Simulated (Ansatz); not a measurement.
Consider the formal loss of a carbene: `B[Se]CC` → `B[Se]C` + `[CH2]` (triplet).

Computed with Ansatz on PBE0-D4/def2-TZVP structures; ΔE is electronic, products minus reactants. CCSD(T)/CBS is the MP2 limit (def2-TZVPP, def2-QZVPP) plus CCSD(T) − MP2 in def2-TZVPP, frozen cores. This one scheme is used for every species. DFT in def2-TZVPP. B3LYP here is the variant with VWN-RPA as its local correlation; programs differ in this. Triplets are unrestricted, without spin–orbit coupling. For Se outer-core shells are correlated without core-valence functions, which leaves a few kJ/mol of doubt a bond. Scalar relativity is left out up to krypton. One conformer a species, not always the lowest.

```json
{"level": "PBE-D4", "ΔE (kJ/mol)": "443.3", "difference from CCSD(T)/CBS": "4.0"}
{"level": "r2SCAN-D4", "ΔE (kJ/mol)": "414.5", "difference from CCSD(T)/CBS": "-24.8"}
{"level": "PBE0-D4", "ΔE (kJ/mol)": "434.9", "difference from CCSD(T)/CBS": "-4.4"}
{"level": "ωB97X-V", "ΔE (kJ/mol)": "447.5", "difference from CCSD(T)/CBS": "8.2"}
{"level": "ωB97M-V", "ΔE (kJ/mol)": "439.3", "difference from CCSD(T)/CBS": "0.0"}
{"level": "PBE", "ΔE (kJ/mol)": "436.2", "difference from CCSD(T)/CBS": "-3.1"}
{"level": "r2SCAN", "ΔE (kJ/mol)": "412.6", "difference from CCSD(T)/CBS": "-26.7"}
{"level": "B3LYP", "ΔE (kJ/mol)": "418.4", "difference from CCSD(T)/CBS": "-20.9"}
{"level": "HF/def2-TZVPP", "ΔE (kJ/mol)": "288.7", "difference from CCSD(T)/CBS": "-150.6"}
{"level": "MP2/def2-TZVPP", "ΔE (kJ/mol)": "441.6", "difference from CCSD(T)/CBS": "2.3"}
{"level": "SCS-MP2/def2-TZVPP", "ΔE (kJ/mol)": "441.3", "difference from CCSD(T)/CBS": "2.0"}
{"level": "CCSD/def2-TZVPP", "ΔE (kJ/mol)": "415.9", "difference from CCSD(T)/CBS": "-23.4"}
{"level": "CCSD(T)/def2-TZVPP", "ΔE (kJ/mol)": "427.3", "difference from CCSD(T)/CBS": "-12.0"}
{"level": "MP2/def2-QZVPP", "ΔE (kJ/mol)": "448.5", "difference from CCSD(T)/CBS": "9.2"}
{"level": "SCS-MP2/def2-QZVPP", "ΔE (kJ/mol)": "449.4", "difference from CCSD(T)/CBS": "10.1"}
{"level": "MP2/CBS(def2)", "ΔE (kJ/mol)": "453.6", "difference from CCSD(T)/CBS": "14.3"}
{"level": "CCSD(T)/CBS", "ΔE (kJ/mol)": "439.3", "difference from CCSD(T)/CBS": "0"}
```

Largest T1 diagnostic among the species: 0.013.

The D4 term adds +11.4 kJ/mol with B3LYP and +6.1 kJ/mol with PBE0; it sums over pairs of atoms, weighted by their polarisabilities, and B3LYP, whose exchange is more repulsive, gets the larger term. In def2-TZVPP, CCSD(T) changes the Hartree–Fock value by +138.6 kJ/mol (the triples alone add +11.5 kJ/mol) and MP2 by +152.9 kJ/mol. From PBE to PBE0 (25 % exact exchange), in def2-TZVPP and without D4, ΔE moves by −7.4 kJ/mol.
